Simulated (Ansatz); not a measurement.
Molecule (SMILES): [Cl][GeH][Cl], doublet.
Atoms: Ge1, Cl2, Cl3, H4. Bonds: Ge1-Cl2, Ge1-Cl3, Ge1-H4.

Basis-set convergence of the optimised Ge1-H4 bond length at HF with Ansatz (an electronic-structure program). All functions are spherical. The program fits the integrals of some runs and decomposes those of others, by size. Open shells are unrestricted. No added dispersion term, no relativity. Reference: the value in pcseg-3, 1.5347 Å, itself unsure by roughly 0.0006 Å (its distance from cc-pV(Q+d)Z). Deviations are taken from unrounded values.

```csv
basis,functions,optimised Ge1-H4 bond length (Å)
pcseg-1,68,1.5290
aug-pcseg-1,99,1.5303
def2-SVP,73,1.5347
def2-SVPD,100,1.5341
cc-pV(D+d)Z,78,1.5368
aug-cc-pV(D+d)Z,109,1.5374
pcseg-2,125,1.5353
aug-pcseg-2,182,1.5362
def2-TZVP,128,1.5372
def2-TZVPD,155,1.5370
cc-pV(T+d)Z,135,1.5366
aug-cc-pV(T+d)Z,192,1.5363
def2-TZVPP,146,1.5373
def2-TZVPPD,173,1.5369
```

What the diffuse functions change, pair by pair:
- pcseg-1 to aug-pcseg-1: 31 more functions, deviation -0.0057 to -0.0044 Å
- def2-SVP to def2-SVPD: 27 more functions, deviation 0.0000 to -0.0006 Å
- cc-pV(D+d)Z to aug-cc-pV(D+d)Z: 31 more functions, deviation 0.0021 to 0.0027 Å
- pcseg-2 to aug-pcseg-2: 57 more functions, deviation 0.0006 to 0.0015 Å
- def2-TZVP to def2-TZVPD: 27 more functions, deviation 0.0025 to 0.0023 Å
- cc-pV(T+d)Z to aug-cc-pV(T+d)Z: 57 more functions, deviation 0.0019 to 0.0016 Å
- def2-TZVPP to def2-TZVPPD: 27 more functions, deviation 0.0026 to 0.0022 Å

They bring the value nearer the reference by more than 0.0006 Å in 1 of 7 pairs.
